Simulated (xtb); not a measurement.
B(Cl)(OH)(NH2) (BClH₃NO), SMILES NB(O)Cl. All values are semi-empirical tight-binding results from xtb (GFN2-xTB unless named), good for trends rather than for accurate numbers. The structure is a stationary point at GFN2-xTB. The values are those of a single conformer.

Optimised geometry:

```xyz
7

B     -0.0529     0.4425     0.0000
Cl     0.0787    -1.3173     0.0000
O     -1.2546     1.0486     0.0000
H     -2.0220     0.4774     0.0000
N      1.1198     1.1904     0.0000
H      1.1080     2.1942     0.0000
H      2.0390     0.7881     0.0000
```
Charge 0, spin multiplicity 1.

Q: Estimate the properties. (The exact figures need the calculation; the answer reports its results.)

A: 
```
Property                                       Result
--------------------------------------  -------------
point group as xtb finds it                        Cs
orbital gap                                   6.81 eV
dipole moment                                  2.15 D
zero-point energy                       28.1 kcal/mol
G − E(el) at 298.15 K (modified RRHO)   10.7 kcal/mol
static polarisability (D4 model)           42.6 bohr³
solvation energy, GFN2-xTB/ALPB(water)  -8.8 kcal/mol
solvation energy, GFN2-xTB/ALPB(ether)  -8.4 kcal/mol
```

Q: Give the atomic charges and the Wiberg bond orders between heavy atoms. (Estimate from the structure and the level; the computed values follow.)

A: charges (e) B1 0.46, Cl2 -0.34, O3 -0.46, H4 0.32, N5 -0.35, H6 0.19, H7 0.19. Bond orders B1–Cl2 0.91, B1–O3 1.19, B1–N5 1.30.
